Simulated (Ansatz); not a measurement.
Ansatz (a quantum-chemistry and plane-wave program) input (HF/aug-cc-pV(Q+d)Z):
A basis named .json is the Basis Set Exchange file of that set.

Ansatz 0.2 input:
```yaml
crystal:
  periodic: [false, false, false]
  atoms:
    - {symbol: C, position_ang: [-2.62117578, 1.05090823, 0.28303759]}
    - {symbol: Si, position_ang: [-1.58644218, -0.41117431, -0.22670117]}
    - {symbol: O, position_ang: [-0.00183731, -0.04852296, -0.00609514]}
    - {symbol: Si, position_ang: [1.55735521, -0.54050002, -0.14032518]}
    - {symbol: C, position_ang: [2.67893460, 0.83088076, 0.43375136]}
    - {symbol: H, position_ang: [-2.37677342, 1.92952066, -0.31709700]}
    - {symbol: H, position_ang: [-3.68369104, 0.83347420, 0.14955717]}
    - {symbol: H, position_ang: [-2.45497995, 1.29828014, 1.33329705]}
    - {symbol: H, position_ang: [-1.93496124, -1.60231786, 0.58783129]}
    - {symbol: H, position_ang: [-1.82024230, -0.73951119, -1.65551018]}
    - {symbol: H, position_ang: [1.76075330, -1.75697105, 0.68589372]}
    - {symbol: H, position_ang: [1.84260834, -0.88586947, -1.55571707]}
    - {symbol: H, position_ang: [2.53732585, 1.72880951, -0.17084168]}
    - {symbol: H, position_ang: [3.72594469, 0.52879274, 0.35283021]}
    - {symbol: H, position_ang: [2.47937864, 1.08668274, 1.47615293]}
basis:
  gaussian:
    orbitals: aug-cc-pV_Q+d_Z.json
hamiltonian:
  xc: hf
total_charge: 1
magnetization: {spin_polarized: true, initial_magnetization: 1}
```

End of the output:

```
integrals: 3.06 GiB planned
2431 factors; their error is unknown
12.89 GiB of device memory are held for the factors and their scratch space
mean field: 16.79 GiB planned
mean field evaluation 1: about -19966.2502 eV, gradient 4.7e1 eV
mean field evaluation 2: about -19971.9438 eV, gradient 3.5e1 eV
mean field evaluation 4: about -19976.4730 eV, gradient 3.4e0 eV
mean field evaluation 8: about -19977.1232 eV, gradient 8.2e-1 eV
mean field evaluation 16: about -19977.2476 eV, gradient 5.9e-3 eV
mean field evaluation 32: about -19977.1777 eV, gradient 2.4e-1 eV
mean field evaluation 64: about -19975.4251 eV, gradient 1.5e1 eV
mean field evaluation 96: about -19976.6730 eV, gradient 1.2e0 eV
mean field evaluation 128: about -19976.4735 eV, gradient 3.4e0 eV
mean field evaluation 160: about -19977.2476 eV, gradient 8.2e-5 eV
mean field -19977.24760087 eV, -734.1503082670 hartree, gradient 6.3e-6 eV, S^2 0.769628; 2 other end points of the search recorded, 0 dependent functions left out
reference -19977.24760087 eV, -734.1503082670 hartree; 29, 28 occupied and 849, 850 virtual orbitals, 2431 factors
Total energy: -19977.24760087 eV, -734.1503082670 hartree
```

This state (charge 1, doublet) is run at the relaxed geometry of the species with charge 0 and multiplicity 1.
